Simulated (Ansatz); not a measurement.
Relaxation of F4H4NTa (10 atoms, charge 0, multiplicity 1), to a largest force component of 0.03 eV/Å in at most 50 steps.

Theory: Ansatz 0.2.0, RKS PBE0/def2-SVP.

```xyz
10
Properties=species:S:1:pos:R:3
Ta 0.045 0.171 0.046
N 2.122 0.250 0.127
H 2.640 0.356 0.995
H 2.715 0.043 -0.670
F 0.152 0.395 1.910
F 0.328 -0.293 -1.755
F -0.771 1.803 -0.299
F -1.129 -1.273 0.257
H 1.251 -2.503 0.687
H 1.674 -1.930 0.578
```

**Question.** Where does it end, and by what steps?

**Answer.** The forces met the threshold. The force dipped under the threshold on the way, but the program's further checks kept it going. After 21 steps the energy has fallen by 0.324 eV; H10 moved furthest, 1.17 Å.

| step | energy less start (eV) | largest force component (eV/Å) | accepted |
| --- | --- | --- | --- |
| 0 | 0.0000 | 2.367 | yes |
| 1 | -0.2237 | 0.929 | yes |
| 2 | -0.2718 | 0.149 | yes |
| 3 | -0.2910 | 0.135 | yes |
| 4 | -0.3072 | 0.289 | yes |
| 5 | -0.3164 | 0.219 | yes |
| 6 | -0.3206 | 0.116 | yes |
| 7 | -0.3218 | 0.055 | yes |
| 8 | -0.3220 | 0.038 | yes |
| 9 | -0.3223 | 0.022 | yes |
| 10 | -0.3208 | 0.374 | no |
| 11 | -0.3227 | 0.064 | yes |
| 12 | -0.3225 | 0.201 | no |
| 13 | -0.3230 | 0.025 | yes |
| 14 | -0.3233 | 0.086 | yes |
| 15 | -0.3234 | 0.129 | yes |
| 16 | -0.3237 | 0.052 | yes |
| 17 | -0.3238 | 0.021 | yes |
| 18 | -0.3242 | 0.034 | yes |
| 19 | -0.3183 | 0.644 | no |
| 20 | -0.3242 | 0.076 | yes |
| 21 | -0.3244 | 0.005 | yes |

```xyz
10
Properties=species:S:1:pos:R:3
Ta 0.069 0.363 0.011
N 2.013 0.446 0.089
H 2.535 0.624 0.943
H 2.616 0.290 -0.715
F 0.089 0.728 1.861
F 0.269 -0.014 -1.826
F -0.848 1.953 -0.354
F -0.774 -1.287 0.302
H 1.151 -3.035 0.761
H 1.910 -3.049 0.804
```

Whether the end is a true minimum wasn't checked by a vibrational analysis.

The run took 45 s on 4 threads of Arm Neoverse V2, with other jobs on the host, peak memory 0.3 GiB.
